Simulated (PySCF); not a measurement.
Computed IR spectrum (relative IR intensity) of a molecule C3H5O, multiplicity 2. The structure is a stationary point at PBE-D3(BJ)/def2-SVP. The values are those of a single conformer. The numbers are results of PBE-D3(BJ)/def2-SVP (PySCF), not measurements. No scaling factor is applied to the harmonic values.

```json
[
 {"ν (cm⁻¹)": "485", "relative intensity": "5.6"},
 {"ν (cm⁻¹)": "697", "relative intensity": "2.4"},
 {"ν (cm⁻¹)": "818", "relative intensity": "7.1"},
 {"ν (cm⁻¹)": "954", "relative intensity": "3.3"},
 {"ν (cm⁻¹)": "1005", "relative intensity": "4.4"},
 {"ν (cm⁻¹)": "1249", "relative intensity": "2.9"},
 {"ν (cm⁻¹)": "1345", "relative intensity": "3.1"},
 {"ν (cm⁻¹)": "1360", "relative intensity": "3.3"},
 {"ν (cm⁻¹)": "1418", "relative intensity": "6.4"},
 {"ν (cm⁻¹)": "1426", "relative intensity": "4.7"},
 {"ν (cm⁻¹)": "1895", "relative intensity": "100"},
 {"ν (cm⁻¹)": "2942", "relative intensity": "11"},
 {"ν (cm⁻¹)": "2984", "relative intensity": "13"},
 {"ν (cm⁻¹)": "3000", "relative intensity": "5.0"},
 {"ν (cm⁻¹)": "3074", "relative intensity": "9.3"},
 {"ν (cm⁻¹)": "3080", "relative intensity": "7.8"}
]
```

Problem. Identify the compound among the candidates.
A. CC[C]=O
B. [CH]=C(C)O
C. [CH2]C(C)=O

Solution. A, CC[C]=O
